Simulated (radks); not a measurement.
Values are calculated unless marked as measured or tabulated.
Valence configurations of neutral platinum (all share [Xe]). Code: a radial shooting solver on a logarithmic mesh with Libxc functionals. Model: scalar-relativistic Kohn-Sham, PBE, spin-polarised, spherical densities, finite nucleus; open shells are filled with parallel spins first (spin-orbit coupling, left out, can overturn this in heavy ions); Fermi nuclear charge, rms radius 5.427 fm. Energies are relative to 4f14 5d9 6s1; eigenvalues in eV for spin up.

valence,E (eV),moment (Bohr magnetons),e(4f),e(5d),e(6p),e(6s)
4f14 5d9 6s1,0.000,2,-70.077,-6.511,-,-6.082
4f14 5d7 6s1 6p2,12.527,6,-79.425,-14.240,-3.650,-10.529
4f14 5d8 6s1 6p1,5.405,4,-74.753,-10.471,-2.487,-8.481
4f12 5d9 6s1 6p2,165.67,6,-103.59,-16.542,-3.656,-10.669
4f13 5d9 6s1 6p1,75.719,4,-86.414,-11.412,-2.452,-8.475
4f14 5d8.5 6s1.5,0.355,2,-71.501,-7.540,-,-6.423
4f14 5d8 6s2,0.873,2,-72.992,-8.615,-,-6.772
4f13.5 5d9 6s1 6p0.5,36.135,3,-78.145,-8.944,-1.817,-7.319
4f14 5d9 6p1,5.163,2,-72.043,-8.357,-2.073,-
4f13.5 5d9 6s1.5,33.935,2,-77.172,-7.905,-,-6.358

NIST lists [Xe] 4f14 5d9 6s1 as the ground configuration; this level of theory agrees among the configurations tried. The energies are those of spherical high-spin densities, not of single terms.
